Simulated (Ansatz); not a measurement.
Start from `CC1=CC(C(F)(F)F)=[O+][Ti-]([F])([F])([Cl])[O]1` and change one atom or group to get `CC1=CC(C(F)(F)F)=[O+][Ti-]([F])([Cl])([Cl])[O]1`.

Ansatz, PBE0-D4/def2-TZVP geometries, multiplicity 1. 

Scalar relativity is left out up to krypton.

```csv
property,`CC1=CC(C(F)(F)F)=[O+][Ti-]([F])([F])([Cl])[O]1`
HOMO–LUMO gap (PBE0/def2-TZVPP) / eV,5.25
HOMO energy (ωB97M-V/def2-TZVPP) / eV,-10.60
HOMO energy (PBE/def2-TZVPP) / eV,-7.31
LUMO energy (PBE0/def2-TZVPP) / eV,-3.25
HOMO–LUMO gap (ωB97M-V/def2-TZVPP) / eV,9.46
size of the dipole moment (ωB97M-V/def2-TZVPP) / D,6.05
```

Task: Give the same properties after the change, and the shifts. (Estimate.)

Result: Ansatz gave: 
```
                                          property  `CC1=CC(C(F)(F)F)=[O+][Ti-]([F])([Cl])([Cl])[O]1`  shift
              HOMO–LUMO gap (PBE0/def2-TZVPP) / eV                                               4.94  -0.31
             HOMO energy (ωB97M-V/def2-TZVPP) / eV                                             -10.49   0.11
                 HOMO energy (PBE/def2-TZVPP) / eV                                              -7.19   0.12
                LUMO energy (PBE0/def2-TZVPP) / eV                                              -3.44  -0.19
           HOMO–LUMO gap (ωB97M-V/def2-TZVPP) / eV                                               9.12  -0.34
size of the dipole moment (ωB97M-V/def2-TZVPP) / D                                               5.75  -0.30
```

With PBE0 the HOMO rises by 0.12 eV and the LUMO falls by 0.19 eV, so the gap narrows by about 0.31 eV. PBE moves the HOMO by 0.12 eV and ωB97M-V by 0.11 eV. Dipoles are sizes alone; their direction can turn.
